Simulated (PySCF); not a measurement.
**Cd²⁺ (cadmium, charge +2): UHF calculation**

Configuration: [Kr] 4d10, closed-shell 1S. Calculation: PySCF 2.14, in x2c-TZVPall (8s6p6d1f, 63 functions); the spin-free X2C one-electron Hamiltonian (Gaussian nucleus).

- Total energy: -5590.471775 hartree
- One-electron energy: -7676.3302 hartree
- Hartree (Coulomb) energy: 2239.0300 hartree
- Exchange energy: -153.1716 hartree
- ⟨S²⟩: 0.0000
- ⟨L²⟩: 0.000
- Sum of ⟨r⟩: 27.16 bohr
- Sum of ⟨r²⟩: 29.15 bohr²
- Langevin diamagnetic susceptibility: -23.1 ×10⁻⁶ cm³/mol
- Time after the integrals: 0.21 s of wall time on 1 thread of Neoverse-V2 (shared host)

| shell | electrons | mean orbital energy (hartree) | rms radius, mean of both spins (bohr) |
| --- | --- | --- | --- |
| 1s | 2 | -987.16312 | 0.0348 |
| 2s | 2 | -150.33766 | 0.142 |
| 2p | 6 | -134.77032 | 0.127 |
| 3s | 2 | -29.96890 | 0.381 |
| 3p | 6 | -24.72643 | 0.383 |
| 3d | 10 | -16.50856 | 0.364 |
| 4s | 2 | -5.41597 | 0.944 |
| 4p | 6 | -3.79867 | 1.03 |
| 4d | 10 | -1.39840 | 1.35 |

Densities and radii are taken from the X2C orbitals without a picture-change correction, which distorts them close to the nucleus.
